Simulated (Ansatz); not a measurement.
Geometry optimisation, RKS PBE/def2-SVP in Ansatz.

Input file:

```yaml
crystal:
  periodic: [false, false, false]
  atoms:
    - { symbol: Ge, position_ang: [0.0, 0.0, 0.0] }
    - { symbol: F, position_ang: [0.0, 0.0, 1.68] }
    - { symbol: F, position_ang: [1.5842, 0.0, -0.5594] }
    - { symbol: F, position_ang: [-0.7913, 1.3709, -0.5594] }
    - { symbol: F, position_ang: [-0.7913, -1.3709, -0.5594] }
basis:
  gaussian: { orbitals: def2-SVP }
hamiltonian:
  xc: pbe
relax:
  f_tol: 0.02
  max_steps: 40
```

Command:

```bash
$ ansatz run input.yaml --threads 1 --pin off --max-ram 2048MiB --backend cpu --events-out ev --progress --plain --runs-dir out
```

Where does it end, and by what steps?

The forces met the threshold. After 3 steps the energy has fallen by 0.116 eV; F4 moved furthest, 0.04 Å.

| step | energy less start (eV) | largest force component (eV/Å) | accepted |
| --- | --- | --- | --- |
| 0 | 0.0000 | 1.459 | yes |
| 1 | -0.0924 | 0.629 | yes |
| 2 | -0.1157 | 0.043 | yes |
| 3 | -0.1158 | 0.000 | yes |

```xyz
5
Properties=species:S:1:pos:R:3
Ge 0.000 0.000 0.000
F 0.000 0.000 1.720
F 1.622 0.000 -0.573
F -0.810 1.404 -0.573
F -0.810 -1.404 -0.573
```

Whether the end is a true minimum wasn't checked by a vibrational analysis.

The run took 9.2 s on 1 thread of Arm Neoverse V2, on a shared host, peak memory 0.12 GiB.
